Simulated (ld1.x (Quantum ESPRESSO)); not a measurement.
# Transferability test, ultrasoft potential for silicon (Si)

```json
{
 "Element": "silicon (Si)",
 "Generator": "ld1.x (Quantum ESPRESSO) 7.5",
 "Type": "ultrasoft",
 "Functional": "LDA (PZ)",
 "Relativity": "scalar-relativistic",
 "Frozen core": "[Ne]",
 "Valence charge": "4",
 "Reference configuration": "3s2 3p2",
 "Partial waves": "3s (bound): rcut 1.20, rcutus 1.50 bohr; 3s channel at -0.3 Ry: rcut 1.20, rcutus 1.50 bohr; 3p (bound): rcut 2.25, rcutus 2.35 bohr; 3p channel at 0.3 Ry: rcut 2.25, rcutus 2.35 bohr",
 "Local potential": "all-electron potential smoothed inside 1.15 bohr (lloc = -2)",
 "Core correction": "a·sin(br)/r model core, default radius (core density twice the valence density)",
 "Augmentation charge": "PSQ, inside the norm-conserving radii"
}
```

Energies are relative to the spin-unpolarised reference configuration 3s2 3p2; without spin polarisation the order of configurations can differ from experiment. Spin-polarised rows fill each open shell by Hund’s rule, majority spin first.

| valence configuration | charge | ΔE all-electron (eV) | error AE − PS (meV) |
| --- | --- | --- | --- |
| 3s2 3p1 | +1 | 7.829 | -2.7 |
| 3s2 3p0 | +2 | 23.943 | -15 |
| 3s1 3p2 | +1 | 15.242 | -6.2 |
| 3s1 3p3 | 0 | 6.807 | +1.6 |
| 3s0 3p4 | 0 | 13.779 | +6.6 |
| 3s2 3p2.3 | -0.3 | -0.957 | 0.0 |
| 3s2 3p2 (spin-polarised) | 0 | -0.611 | -5.1 |
| 3s2 3p1 (spin-polarised) | +1 | 7.624 | -4.1 |

(1) What are ΔE and the potential's error for 3s1 3p0?

Levels in the configuration 3s2 3p1 (spin-polarised):

| level | all-electron (eV) | pseudo (eV) |
| --- | --- | --- |
| 3s up | -19.484 | -19.492 |
| 3p up | -12.103 | -12.106 |
| 3s down | -18.600 | -18.612 |

Answers

(1) ΔE = 58.088 eV all-electron; the error (AE − PS) is -60 meV.
